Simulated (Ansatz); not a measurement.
Consider the formal exchange of groups at a W–F bond: `[O]=[W](=[O])([F])[Cl]` + CH₄ → `[CH3][W](=[O])(=[O])[Cl]` + H–F.

Gas-phase electronic energies from Ansatz, PBE0-D4/def2-TZVP geometries. CCSD(T)/CBS is the MP2 limit (def2-TZVPP, def2-QZVPP) plus CCSD(T) − MP2 in def2-TZVPP, frozen cores. This one scheme is used for every species. Functionals use def2-TZVPP. HSE06 is defined as in plane-wave codes. Elements past krypton have def2 core potentials. For W outer-core shells are correlated without core-valence functions, which leaves a few kJ/mol of doubt a bond.

`[O]=[W](=[O])([F])[Cl]`:

Z-matrix (Å, degrees):
```
W
O 1 1.692
F 1 1.850 2 109.4
Cl 1 2.254 2 108.9 3 124.3
O 1 1.692 2 106.7 3 -118.3
```

CH₄:

Cartesian coordinates in Å:
```
C 0.000 0.000 0.000
H 0.030 0.354 1.030
H 0.084 0.849 -0.678
H -0.943 -0.517 -0.179
H 0.829 -0.686 -0.173
```

`[CH3][W](=[O])(=[O])[Cl]`:

Cartesian coordinates in Å:
```
C 0.668 -0.354 -0.830
W -0.553 0.384 0.711
O 0.521 1.114 1.803
O -1.485 1.599 -0.019
Cl -1.795 -1.271 1.639
H 1.341 -1.115 -0.421
H 1.267 0.441 -1.277
H 0.036 -0.798 -1.606
```

H–F:

Z-matrix (Å, degrees):
```
F
H 1 0.920
```

| level | ΔE (kcal/mol) | difference from CCSD(T)/CBS |
| --- | --- | --- |
| r2SCAN-D4 | 34.0 | 5.9 |
| r2SCAN0-D4 | 31.7 | 3.6 |
| HSE06-D4 | 30.2 | 2.1 |
| BHLYP-D4 | 31.7 | 3.6 |
| PBE-QIDH | 29.8 | 1.7 |
| PBE | 32.9 | 4.8 |
| revPBE | 33.6 | 5.5 |
| BLYP | 35.8 | 7.7 |
| r2SCAN | 34.3 | 6.2 |
| r2SCANh | 33.3 | 5.2 |
| r2SCAN0 | 32.0 | 3.9 |
| CAM-B3LYP | 34.5 | 6.4 |
| CCSD(T)/def2-SVP | 32.8 | 4.7 |
| MP2/def2-TZVPP | 28.6 | 0.5 |
| CCSD/def2-TZVPP | 28.8 | 0.7 |
| CCSD/CBS(def2) | 28.0 | -0.1 |
| CCSD(T)/CBS | 28.1 | 0 |

Question: What do rigid-rotor, harmonic-oscillator terms from PBE0-D4/def2-TZVP frequencies (298.15 K, 1 bar) make of the CCSD(T)/CBS value? (Best estimate.)

Answer: Ansatz gave: ΔZPE = -1.3 kcal/mol, ΔH = +27.2 kcal/mol, ΔS = 8 J/(mol·K), ΔG = +26.6 kcal/mol.

Largest T1 diagnostic among the species: 0.023, so the coupled-cluster value is less sure than usual.

The D4 term adds −1.6 kcal/mol with B3LYP and −0.9 kcal/mol with PBE0; it sums over pairs of atoms, weighted by their polarisabilities, and B3LYP, whose exchange is more repulsive, gets the larger term. In def2-TZVPP, CCSD(T) changes the Hartree–Fock value by −4.7 kcal/mol (the triples alone add +0.1 kcal/mol) and MP2 by −4.9 kcal/mol. At CCSD(T), def2-SVP lies +4.7 kcal/mol from the extrapolated value and def2-TZVPP +0.7 kcal/mol.

B3LYP here is the variant with VWN-RPA as its local correlation; programs differ in this.
